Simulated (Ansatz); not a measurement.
Reactions of `CB(C)C[SiH3]`.

Gas-phase electronic energies from Ansatz, PBE0-D4/def2-TZVP geometries. CBS: MP2 limit from def2 TZ/QZ plus the TZ coupled-cluster correction, frozen cores. This one scheme is used for every species. DFT in def2-TZVPP. Elements past krypton have def2 core potentials. For Se, Sn outer-core shells are correlated without core-valence functions, which leaves a few kJ/mol of doubt a bond. Scalar relativity is left out up to krypton. One conformer a species, not always the lowest.

```tsv
reaction	CCSD(T)/CBS(def2) (kJ/mol)
`CB(C)C[SiH3]` + `N[SiH3]` → `CB(C)N[SiH3]` + `C[SiH3]`	-110
`CB(C)C[SiH3]` + `NC(S)N[SiH3]` → `CB(N)C[SiH3]` + `CC(S)N[SiH3]`	-142
`CB(C)C[SiH3]` + `FC1NCO1` → `FC1OCN1[SiH3]` + `CB(C)C`	-35
`CB(C)C[SiH3]` + `[AlH2][SeH]` → `[AlH2][Se][SiH3]` + `CB(C)C`	?
`CB(C)C[SiH3]` + `[BH2][SnH2][CH2]F` → `BB(C)C[SiH3]` + `[CH3][SnH2][CH2]F`	24
```

(1) Fill in the missing values. (An estimate is asked.)

Largest T1 diagnostic: 0.013, for `[BH2][SnH2][CH2]F`.

## Answers

(1) The calculation gave: `CB(C)C[SiH3]` + `[AlH2][SeH]` → `[AlH2][Se][SiH3]` + `CB(C)C`: -52.2 kJ/mol.
